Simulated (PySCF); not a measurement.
## Electron correlation in C⁺ (carbon, charge +1)

[He] 2s2 2p1, 2P determinant. Computed with PySCF 2.14 in 6-31G* (3s2p1d, 14 functions), with the non-relativistic Hamiltonian (point nucleus). Frozen: 1s2; 3 electrons correlated.

MP2 pair energies summed by pair of shells (mhartree):

| pair | energy | share (%) |
| --- | --- | --- |
| 2s-2s | -26.25 | 61.5 |
| 2s-2p | -16.45 | 38.5 |

Total MP2 correlation energy: -42.70 mhartree.

Same-spin part -2.47 and opposite-spin part -40.23 mhartree; SCS-MP2 scales them by 1/3 and 6/5 to -49.10 mhartree.

```
  level  correlation energy (mhartree)
   CCSD                         -66.97
    (T)                          -0.72
CCSD(T)                         -67.69
```

Diagnostics: T1 = 0.0078, D1 = 0.0138, largest double amplitude 0.138.

Cost of the coupled-cluster step: 0.12 s of wall time on 1 thread of Neoverse-N1 (shared host), for 3 correlated electrons.

Iterations:

```
CC2 = 0
CCSD nocc = (np.int64(2), np.int64(1)), nmo = (13, 13)
frozen orbitals [[0], [0]]
max_cycle = 100
direct = 0
conv_tol = 1e-08
conv_tol_normt = 1e-06
diis_space = 8
diis_start_cycle = 0
Init t2, MP2 energy = -0.0427019353700884
Init E_corr(UCCSD) = -0.0427019353701105
cycle = 1  E_corr(UCCSD) = -0.0566688502894471  dE = -0.0139669149  norm(t1,t2) = 0.054811
cycle = 2  E_corr(UCCSD) = -0.0621203848337812  dE = -0.00545153454  norm(t1,t2) = 0.0266118
cycle = 3  E_corr(UCCSD) = -0.0670476027925911  dE = -0.00492721796  norm(t1,t2) = 0.0136842
cycle = 4  E_corr(UCCSD) = -0.0669497465701202  dE = 9.78562225e-05  norm(t1,t2) = 0.000978221
cycle = 5  E_corr(UCCSD) = -0.0669791273352594  dE = -2.93807651e-05  norm(t1,t2) = 0.000137367
cycle = 6  E_corr(UCCSD) = -0.0669653885329213  dE = 1.37388023e-05  norm(t1,t2) = 3.22757e-05
cycle = 7  E_corr(UCCSD) = -0.0669702764942383  dE = -4.88796132e-06  norm(t1,t2) = 1.19943e-05
cycle = 8  E_corr(UCCSD) = -0.0669697569610746  dE = 5.19533164e-07  norm(t1,t2) = 1.90701e-06
cycle = 9  E_corr(UCCSD) = -0.0669696841900624  dE = 7.27710121e-08  norm(t1,t2) = 2.45111e-07
cycle = 10  E_corr(UCCSD) = -0.0669696858119242  dE = -1.62186171e-09  norm(t1,t2) = 1.7017e-08
UCCSD converged
E(UCCSD) = -37.35368471757352  E_corr = -0.06696968581192415
UCCSD(T) correction = -0.000718553172217733
```
